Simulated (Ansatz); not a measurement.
Calculated with Ansatz (gas phase, PBE0-D4/def2-TZVP geometries, no zero-point term in ΔE). CCSD(T)/CBS is the MP2 limit (def2-TZVPP, def2-QZVPP) plus CCSD(T) − MP2 in def2-TZVPP, frozen cores. DFT in def2-TZVPP. For Ga, Ge outer-core shells are correlated without core-valence functions, which leaves a few kJ/mol of doubt a bond. Scalar relativity is left out up to krypton. One conformer a species, not always the lowest.

Consider the redistribution: `[OH][Ga]([Cl])[O][SiH3]` + `BO[SiH2][GeH2][F]` → `B[O][Ga]([Cl])[O][SiH3]` + `O[SiH2][GeH2][F]`.

`[OH][Ga]([Cl])[O][SiH3]`:

Cartesian coordinates in Å:
```
O 0.909 2.564 -1.187
Ga 0.632 0.832 -1.002
Cl 1.304 -0.509 -2.492
O -0.206 0.232 0.431
Si -0.686 -1.218 1.029
H 0.561 3.073 -0.450
H -1.701 -1.845 0.142
H 0.469 -2.146 1.161
H -1.282 -0.984 2.368
```

`BO[SiH2][GeH2][F]`:

```xyz
11

B     2.110    0.952    0.452
O     1.347    0.161   -0.333
Si   -0.198    0.340   -0.905
Ge   -1.592   -1.220    0.248
F    -1.496   -0.761    1.936
H     1.693    2.021    0.811
H     3.196    0.553    0.760
H    -0.185    0.038   -2.359
H    -0.681    1.727   -0.678
H    -1.111   -2.680    0.192
H    -3.083   -1.131   -0.124
```

`B[O][Ga]([Cl])[O][SiH3]`:

Z-matrix (Å, degrees):
```
Si
O 1 1.640
H 1 1.487 2 110.7
H 1 1.484 2 107.7 3 -119.5
H 1 1.487 2 110.8 3 121.0
Ga 2 1.752 1 142.7 3 -67.4
O 6 1.787 2 122.5 1 1.4
Cl 6 2.104 2 119.9 1 -178.0
B 7 1.347 6 125.2 2 7.5
H 9 1.207 7 121.1 6 0.9
H 9 1.200 7 117.9 6 -179.2
```

`O[SiH2][GeH2][F]`:

Z-matrix (Å, degrees):
```
Si
Ge 1 2.398
O 1 1.645 2 103.4
H 1 1.486 2 111.5 3 -119.3
H 1 1.485 2 111.5 3 119.3
F 2 1.770 1 97.5 3 0.2
H 2 1.539 1 118.4 3 111.8
H 2 1.539 1 118.4 3 -111.4
H 3 0.962 1 115.2 2 -0.2
```

**Question.** Is it downhill or uphill in electronic energy at CCSD(T)/CBS, and by how much? (Estimate.)

**Answer.** Ansatz gave: Nearly level: ΔE = +2.4 kJ/mol.

**Question.** What do these levels give: PBE-D4, ωB97X-V, r2SCAN, PBE0, HF/def2-TZVPP, SCS-MP2/def2-TZVPP? (An estimate is asked.)

**Answer.** The calculation gave: PBE-D4 0.9, ωB97X-V 1.6, r2SCAN 0.8, PBE0 2.4, HF/def2-TZVPP 7.6, SCS-MP2/def2-TZVPP 4.0 kJ/mol.

Largest T1 diagnostic among the species: 0.014.

In def2-TZVPP, CCSD(T) changes the Hartree–Fock value by −5.5 kJ/mol (the triples alone add −1.1 kJ/mol) and MP2 by −4.7 kJ/mol.
